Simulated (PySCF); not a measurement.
Computed IR spectrum (relative IR intensity) of a molecule C5H8Si. The structure is a stationary point at ωB97X-D3(BJ)/def2-SVP. One conformer was computed; it need not be the lowest. These are ωB97X-D3(BJ)/def2-SVP run with PySCF values and carry that method's errors. Frequencies are harmonic and unscaled.

ν (cm⁻¹): 517 (w), 534 (w), 589 (vw), 680 (w), 706 (m), 734 (w), 745 (w), 861 (w), 943 (vs), 957 (m), 967 (m), 976 (vw), 1018 (w), 1027 (w), 1327 (w), 1403 (vw), 2247 (s), 2259 (m), 2267 (m), 2271 (m), 3160 (vw), 3486 (m) (against the strongest line: vs over 80 %, s over 45 %, m over 15 %, w over 4 %, vw less)

**Question.** Pick the molecule that these values belong to.
A) C#CC(=C)[SiH2]C
B) C#C[C@@H]1C[C@@H]1[SiH3]
C) C#C[SiH2]C1CC1
D) C=C=C([SiH3])C=C

**Answer.** B, C#C[C@@H]1C[C@@H]1[SiH3]
